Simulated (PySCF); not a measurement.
B3LYP has the VWN-RPA correlation part, as in Gaussian. Excitations are Tamm–Dancoff values on a coarser integration grid. The basis has no diffuse functions, so Rydberg states are missing or too high.

Species: [Al(H)3(NCH)] (charge 0, multiplicity 1).

Task: Estimate the brightest of the four lowest singlets (TDA), HOMO–LUMO gap and charge on the central atom (Mulliken) that B3LYP-D3(BJ)/def2-TZVP // B3LYP-D3(BJ)/def2-SVP in PySCF 2.14.0 returns for this input.

Result: 
```json
{
  "brightest of the four lowest singlets (TDA)": "5.03 eV",
  "HOMO–LUMO gap": "5.47 eV",
  "charge on the central atom (Mulliken)": "0.21 e"
}
```
